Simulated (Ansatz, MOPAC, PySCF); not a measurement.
Dimer: stibine (SMILES [SbH3]) (first 4 atoms) with C2H4 (SMILES C=C); geometry from B3LYP-D3(BJ)/def2-TZVP, rigid monomers moved along the line of their centres of mass till Sb1···C6 is 4.17 Å.
(charge 0, multiplicity 1):
```xyz
10

Sb     0.613    -0.141     0.647
H      1.195     0.487    -0.845
H      1.977     0.467     1.484
H     -0.280     1.288     0.952
C     -0.244     0.545     4.785
C     -0.398    -0.763     4.640
H      0.721     0.985     5.007
H     -1.076     1.231     4.682
H     -1.362    -1.203     4.415
H      0.435    -1.449     4.741
```

Counterpoise-corrected where a basis set is named; no monomer relaxation.

Correlated levels freeze the cores. Filled d and f shells under p-block atoms count as core. CBS: X⁻³ extrapolation of the correlation energy, Hartree–Fock from the larger set. The state reached by PM3 isn't checked.

The values were computed with Ansatz (an electronic-structure program) with Gaussian orbitals; MOPAC for PM3 (differences of heats of formation); PySCF for the dispersion terms. Values without a source in brackets are computed. In def2 rows elements past Kr take small-core potentials, without spin–orbit coupling.

```csv
level,interaction energy (meV)
PM3,15.7
HF/def2-TZVPPD,-8.4
PBE-D3(BJ)/def2-TZVPPD,-72.2
r2SCAN-D4/def2-TZVPPD,-61.4
B3LYP-D4/def2-TZVPPD,-70.5
PBE0-D4/def2-TZVPPD,-73.1
"MP2/CBS(def2-SVPD, def2-TZVPPD)",-63.5
CCSD/def2-TZVPPD,…
"CCSD(T)/CBS(def2-SVPD, def2-TZVPPD)",…
```

Q: What belongs in the gaps?

A: 
- CCSD/def2-TZVPPD, interaction energy (meV): -45.2
- CCSD(T)/CBS(def2-SVPD, def2-TZVPPD), interaction energy (meV): -55.1
